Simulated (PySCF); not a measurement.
Numbering as in the mapped SMILES `[F:1][BH-:2]1[NH2+:3][BH2-:4][NH2+:5]1`. Hydrogens are named by the atom that carries them. Ha(N3), Ha(B4), Ha(N5) are cis to F1 on the ring; Hb(N3), Hb(B4), Hb(N5) are trans to F1 on the ring.

- shieldings: GIAO PBE0/pcSseg-1
- structure optimised with PBE0-D3(BJ)/def2-SVP
- code: PySCF 2.14.0 with density-fitted response routines
- no solvent model, a single conformation, rapidly exchanging positions averaged, non-relativistic

Chemical shifts δ = σref − σ; 1H (31.27 ppm) vs TMS; CFCl3 for 19F (177.25 ppm); BF3·OEt2 for 11B (100.73 ppm); NH3 for 15N (265.67 ppm), all at this level.

```csv
atoms,nucleus,count,δ (ppm)
N3/N5,15N,2,42.5
Ha(N3)/Ha(N5),1H,2,1.36
H(B2),1H,1,3.74
Ha(B4),1H,1,?
Hb(N3)/Hb(N5),1H,2,1.81
B4,11B,1,?
F1,19F,1,-166.2
B2,11B,1,?
Hb(B4),1H,1,3.15
```

**Question.** Estimate the values marked ?.

**Answer.** 
- Ha(B4): 3.12 ppm, hydrogen on a boron bonded to 2 N, in a 4-membered ring
- B2: -2.6 ppm, boron bonded to F, 2 N, H, in a 4-membered ring
- B4: -16.5 ppm, boron bonded to 2 N, 2 H, in a 4-membered ring

Exchangeable OH/NH protons stand at their gas-phase positions; hydrogen bonding in a real sample shifts them, mostly to higher δ. Hydrogens on boron are broadened and split by 11B (spin 3/2, 80 %) and 10B (spin 3). Unscaled 19F shifts against computed CFCl3 carry errors that often reach 10 to 50 ppm. Experimental scales use liquid or dissolved standards, which lie at an offset from isolated NH3 (liquid NH3: subtract about 20 ppm).
